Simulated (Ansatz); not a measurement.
System: sum formula FeO$_{2}$H$_{2}$, charge 0, multiplicity 5. The spin state was set by rule; other spins were not relaxed. 
Coordinates optimised at B3LYP-D3(BJ)/def2-TZVP (Ansatz, an electronic-structure program):
```xyz
5

Fe    -0.0001    -0.0005    -0.0002
O      1.1657     0.2069    -1.3431
H      2.0675     0.5300    -1.3214
O     -1.1929    -0.3070     1.2994
H     -1.8470     0.2830     1.6763
```
Charge 0, spin multiplicity 5.

Basis-set convergence of Hartree-Fock and MP2 correlation energies (hartree) with Ansatz. Cores are frozen in the correlated levels unless marked. UHF or UKS for open shells. No spin-orbit coupling. Frozen are the shells of the preceding noble gas and the d and f shells that filled before the atom's block. Non-relativistic.

```tsv
basis	functions	E(HF)	E(corr, MP2)
def2-SVPD	96	-1413.12608	-0.54409
def2-TZVPPD	181	…	…
```

Problem. Complete the blanks.

Solution. 
- def2-TZVPPD, E(HF): -1413.46905
- def2-TZVPPD, E(corr, MP2): -0.70443
